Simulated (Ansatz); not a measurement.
Mulliken charges of `[OH][Al]([Br])[O][SiH3]` from PBE/def2-TZVPP in Ansatz (PBE0-D4/def2-TZVP geometry).

```
atom   x (Å)   y (Å)   z (Å)  charge (e)
  O1   2.459   1.251  -0.683      -0.348
 Al2   1.457   0.261   0.232       0.514
 Br3   2.346  -0.776   1.999      -0.211
  O4  -0.158   0.040  -0.144      -0.251
 Si5  -1.686  -0.513  -0.017       0.299
  H6   2.154   1.729  -1.453       0.183
  H7  -2.624   0.639   0.027      -0.065
  H8  -2.007  -1.356  -1.197      -0.065
  H9  -1.853  -1.322   1.219      -0.056
```

Question: By hand: the dipole of these point charges (1 e Å = 4.8032 D).

Answer: Σ q r = (-0.267, 0.136, -0.292) e Å, of length 0.418 e Å = 2.01 D.

Question: How does the dipole of the full density compare? (Estimate.)

Answer: Ansatz gave: (-0.180, 0.155, -0.282) e Å, 1.77 D; the point charges give 1.14 times that, at 11° from its direction.

Point charges leave out the atoms' own dipoles, such as those of lone pairs, and Mulliken's split depends on the basis, so the close match here is no proof of good charges.
